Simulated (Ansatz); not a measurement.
Born–Oppenheimer molecular dynamics of GeH₆O (8 atoms, charge 0, multiplicity 1). It starts at the highest image of a converged band, a first-order saddle point between two minima.

The calculation used RKS PBE0-D4/def2-SVP (Ansatz).

```json
{
  "ensemble": "NVE (velocity Verlet)",
  "time step": "0.5 fs",
  "steps asked": "200",
  "starting velocities drawn for": "300 K",
  "seed": "3568"
}
```

Frames 1 fs apart, positions in Å, forces in eV/Å.

Velocities at 80 fs (Å/ps):

```
Ge -4.19 -1.84 -0.64
H 32.17 43.24 59.15
H 3.91 5.72 6.11
H 0.27 -3.15 24.49
H 36.88 21.22 25.41
O 13.50 -1.52 -10.70
H -32.35 22.94 13.65
H 46.51 67.02 86.73
```

```xyz
8
Properties=species:S:1:pos:R:3:forces:R:3 time_fs=80 energy_less_start_eV=-1.427 T=2140
Ge -0.302 -0.019 -0.222 2.76 -0.93 -0.57
H 2.023 4.399 6.921 -0.15 -0.45 -1.08
H 0.851 -0.752 0.530 -0.18 -0.04 0.08
H -0.086 1.413 0.071 -0.25 1.13 0.12
H -0.046 -0.399 -1.676 -0.16 0.11 -0.46
O -1.826 -0.527 0.323 -2.93 -1.29 0.79
H -2.213 -1.414 0.156 0.77 1.02 0.04
H 1.919 4.098 6.189 0.15 0.45 1.08
8
Properties=species:S:1:pos:R:3:forces:R:3 time_fs=81 energy_less_start_eV=-1.376 T=2073
Ge -0.306 -0.021 -0.222 3.41 -0.46 -0.27
H 2.054 4.441 6.976 0.03 0.10 0.24
H 0.854 -0.746 0.537 -0.24 -0.03 0.07
H -0.087 1.416 0.096 -0.30 0.95 0.07
H -0.010 -0.377 -1.654 -0.15 0.01 -0.86
O -1.813 -0.529 0.312 -3.32 -0.94 1.07
H -2.242 -1.386 0.170 0.60 0.48 -0.09
H 1.966 4.166 6.280 -0.03 -0.10 -0.24
8
Properties=species:S:1:pos:R:3:forces:R:3 time_fs=82 energy_less_start_eV=-1.259 T=1924
Ge -0.310 -0.023 -0.223 4.00 0.13 -0.04
H 2.086 4.483 7.034 0.19 0.66 1.76
H 0.855 -0.741 0.544 -0.28 -0.04 0.06
H -0.091 1.427 0.122 -0.35 0.60 -0.02
H 0.025 -0.355 -1.639 -0.15 -0.04 -1.10
O -1.803 -0.531 0.302 -3.44 -0.34 1.34
H -2.265 -1.355 0.183 0.21 -0.32 -0.23
H 2.013 4.234 6.368 -0.19 -0.66 -1.76
8
Properties=species:S:1:pos:R:3:forces:R:3 time_fs=83 energy_less_start_eV=-1.170 T=1811
Ge -0.313 -0.025 -0.224 4.54 0.74 0.03
H 2.120 4.532 7.108 0.18 0.69 1.95
H 0.853 -0.736 0.552 -0.30 -0.04 0.05
H -0.098 1.443 0.147 -0.40 0.20 -0.13
H 0.058 -0.334 -1.635 -0.18 -0.05 -1.14
O -1.794 -0.534 0.293 -3.44 0.17 1.52
H -2.286 -1.326 0.193 -0.22 -1.01 -0.33
H 2.058 4.295 6.440 -0.18 -0.69 -1.95
8
Properties=species:S:1:pos:R:3:forces:R:3 time_fs=84 energy_less_start_eV=-1.149 T=1781
Ge -0.315 -0.027 -0.224 5.00 1.26 -0.07
H 2.155 4.587 7.199 0.04 0.19 0.55
H 0.848 -0.732 0.560 -0.30 -0.06 0.04
H -0.109 1.462 0.172 -0.43 -0.18 -0.26
H 0.089 -0.313 -1.642 -0.26 -0.02 -0.96
O -1.788 -0.536 0.285 -3.65 0.18 1.60
H -2.309 -1.307 0.201 -0.37 -1.18 -0.35
H 2.101 4.351 6.494 -0.04 -0.19 -0.55
8
Properties=species:S:1:pos:R:3:forces:R:3 time_fs=85 energy_less_start_eV=-1.096 T=1713
Ge -0.317 -0.029 -0.225 5.36 1.66 -0.32
H 2.191 4.644 7.296 -0.06 -0.29 -0.93
H 0.841 -0.728 0.569 -0.27 -0.08 0.03
H -0.124 1.479 0.194 -0.43 -0.49 -0.36
H 0.118 -0.292 -1.657 -0.37 0.03 -0.62
O -1.783 -0.539 0.278 -4.18 -0.38 1.59
H -2.336 -1.298 0.205 -0.10 -0.75 -0.31
H 2.144 4.404 6.544 0.06 0.29 0.93
8
Properties=species:S:1:pos:R:3:forces:R:3 time_fs=86 energy_less_start_eV=-1.025 T=1623
Ge -0.318 -0.030 -0.226 5.55 1.93 -0.62
H 2.226 4.698 7.384 -0.08 -0.50 -1.66
H 0.831 -0.725 0.577 -0.22 -0.11 0.02
H -0.143 1.491 0.212 -0.41 -0.69 -0.44
H 0.144 -0.271 -1.679 -0.49 0.07 -0.23
O -1.782 -0.541 0.272 -4.80 -1.10 1.53
H -2.363 -1.297 0.206 0.38 -0.11 -0.26
H 2.187 4.461 6.601 0.08 0.50 1.66
8
Properties=species:S:1:pos:R:3:forces:R:3 time_fs=87 energy_less_start_eV=-1.009 T=1603
Ge -0.318 -0.031 -0.227 5.52 2.05 -0.88
H 2.261 4.747 7.457 -0.06 -0.45 -1.58
H 0.818 -0.723 0.586 -0.15 -0.14 0.02
H -0.167 1.497 0.226 -0.37 -0.79 -0.49
H 0.164 -0.249 -1.703 -0.61 0.10 0.14
O -1.783 -0.545 0.267 -5.15 -1.57 1.45
H -2.387 -1.297 0.205 0.76 0.35 -0.24
H 2.231 4.521 6.674 0.06 0.45 1.58
8
Properties=species:S:1:pos:R:3:forces:R:3 time_fs=88 energy_less_start_eV=-1.055 T=1660
Ge -0.318 -0.032 -0.228 5.25 2.05 -1.06
H 2.295 4.792 7.515 -0.02 -0.18 -0.67
H 0.805 -0.722 0.596 -0.08 -0.17 0.02
H -0.194 1.496 0.235 -0.31 -0.78 -0.51
H 0.179 -0.227 -1.725 -0.69 0.09 0.45
O -1.787 -0.549 0.262 -5.02 -1.59 1.35
H -2.403 -1.293 0.201 0.84 0.41 -0.25
H 2.276 4.587 6.762 0.02 0.18 0.67
8
Properties=species:S:1:pos:R:3:forces:R:3 time_fs=89 energy_less_start_eV=-1.089 T=1703
Ge -0.317 -0.033 -0.229 4.78 1.90 -1.13
H 2.329 4.836 7.568 0.01 0.24 0.94
H 0.790 -0.723 0.605 0.00 -0.20 0.01
H -0.223 1.486 0.240 -0.24 -0.68 -0.48
H 0.188 -0.203 -1.743 -0.73 0.07 0.67
O -1.794 -0.554 0.259 -4.38 -1.15 1.23
H -2.412 -1.286 0.195 0.58 0.06 -0.29
H 2.321 4.653 6.855 -0.01 -0.24 -0.94
8
Properties=species:S:1:pos:R:3:forces:R:3 time_fs=90 energy_less_start_eV=-1.101 T=1722
Ge -0.315 -0.033 -0.230 4.14 1.63 -1.11
H 2.362 4.881 7.629 -0.01 0.51 2.16
H 0.776 -0.726 0.614 0.07 -0.22 0.01
H -0.255 1.471 0.240 -0.16 -0.48 -0.42
H 0.189 -0.179 -1.755 -0.74 0.03 0.78
O -1.804 -0.560 0.256 -3.38 -0.39 1.11
H -2.415 -1.279 0.186 0.07 -0.56 -0.36
H 2.366 4.718 6.940 0.01 -0.51 -2.16
8
Properties=species:S:1:pos:R:3:forces:R:3 time_fs=91 energy_less_start_eV=-1.184 T=1827
Ge -0.313 -0.034 -0.231 3.41 1.24 -1.01
H 2.396 4.932 7.710 -0.03 0.34 1.56
H 0.762 -0.731 0.624 0.12 -0.23 -0.01
H -0.289 1.451 0.236 -0.08 -0.19 -0.32
H 0.184 -0.154 -1.760 -0.69 -0.03 0.79
O -1.816 -0.566 0.254 -2.38 0.33 0.99
H -2.418 -1.277 0.174 -0.37 -1.13 -0.45
H 2.411 4.778 7.005 0.03 -0.34 -1.56
```

Of the whole run (100 fs, mean temperature of the second half 1940 K): The conserved energy stayed within 0.27 meV per atom of its start (net change -0.05 meV per atom), so the integration is sound. The kinetic energy rose, since the run started high on the potential surface and went downhill. It ends in pieces (GeH4O + H2), so much of that is their flight and rotation, not heat. A run of 0.1 ps of so small a system gives no equilibrium averages. The orbitals stay closed-shell, which can raise the energy where a bond breaks towards radicals; this wasn't checked here.

Run time: 3.8 min on 1 thread of Intel(R) Xeon(R) 6975P-C (Granite Rapids) (shared host), peak memory 0.19 GiB.
